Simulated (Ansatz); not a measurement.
Dimethyl telluride + `O[SiH2]F` → `C[Te][SiH](O)F` + CH₄  (formal exchange of groups at a Te–C bond)

Isolated molecules relaxed with PBE0-D4/def2-TZVP in Ansatz; ΔE leaves out vibrations. CCSD(T)/CBS is the MP2 limit (def2-TZVPP, def2-QZVPP) plus CCSD(T) − MP2 in def2-TZVPP, frozen cores. This one scheme is used for every species. Functionals use def2-TZVPP. B3LYP here is the variant with VWN-RPA as its local correlation; programs differ in this. def2 core potentials past Kr. For Te outer-core shells are correlated without core-valence functions, which leaves a few kJ/mol of doubt a bond. Each species was taken in one conformer, which may not be the lowest.

```tsv
level	ΔE (kJ/mol)	difference from CCSD(T)/CBS
PBE-D4	-103.6	-10.7
r2SCAN-D4	-104.0	-11.1
PBE0-D4	-103.3	-10.4
B3LYP-D4	-97.7	-4.8
ωB97X-V	-94.1	-1.2
ωB97M-V	-95.7	-2.8
B2PLYP	-91.7	1.2
PBE	-99.4	-6.5
r2SCAN	-102.8	-9.9
PBE0	-99.4	-6.5
B3LYP	-91.0	1.9
HF/def2-TZVPP	-86.1	6.8
MP2/def2-TZVPP	-93.2	-0.3
SCS-MP2/def2-TZVPP	-86.9	6.0
CCSD/def2-TZVPP	-88.0	4.9
CCSD(T)/def2-TZVPP	-89.4	3.5
HF/def2-QZVPP	-85.3	7.6
MP2/def2-QZVPP	-95.0	-2.1
SCS-MP2/def2-QZVPP	-88.7	4.2
HF/CBS(def2)	-85.1	7.8
MP2/CBS(def2)	-96.8	-3.9
CCSD/CBS(def2)	-91.6	1.3
CCSD(T)/CBS	-92.9	0
```

Largest T1 diagnostic among the species: 0.011.

The D4 term adds −6.7 kJ/mol with B3LYP and −3.9 kJ/mol with PBE0; it sums over pairs of atoms, weighted by their polarisabilities, and B3LYP, whose exchange is more repulsive, gets the larger term. In def2-TZVPP, CCSD(T) changes the Hartree–Fock value by −3.3 kJ/mol (the triples alone add −1.4 kJ/mol) and MP2 by −7.1 kJ/mol.
